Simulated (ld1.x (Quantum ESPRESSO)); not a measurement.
**Ranking TM potentials for chlorine**

All share these settings but for the change named:

- Element: Cl
- Generator: ld1.x (Quantum ESPRESSO) 7.5
- Type: norm-conserving Troullier–Martins (Kleinman–Bylander form)
- Functional: PBE
- Relativity: scalar-relativistic
- Frozen core: [Ne]
- Valence charge: 7
- Reference configuration: 3s2 3p4 (charge +1)
- Partial waves: 3s (bound): rc 0.90 bohr; 3d channel at 0.45 Ry: rc 1.10 bohr; 3p (bound): rc 1.00 bohr
- Local potential: the p channel
- Core correction: none

Cutoff: the first of the cutoffs (Ry, on a coarse ladder) from which the occupation-weighted sum of valence levels, in a spherical-Bessel basis at the reference potential, stays within 10 and 1 mRy of its value at 400 Ry; the density cutoff is not measured.

The base gives 140 Ry.

Of 10 variants that were run, those that failed, showed a ghost or another fault, or gave nearly equal values are left out.

A variant can come out equal or close to the base.

(1) Rank these variants from softest to hardest (loose cutoff).
A. wave 3p (bound): rc 1.00 bohr becomes 3p (bound): rc 1.40 bohr
B. wave 3p (bound): rc 1.00 bohr becomes 3p (bound): rc 0.92 bohr
C. wave 3p (bound): rc 1.00 bohr becomes 3p (bound): rc 1.02 bohr

Answers

(1) A (110 Ry), C (140 Ry), B (180 Ry).
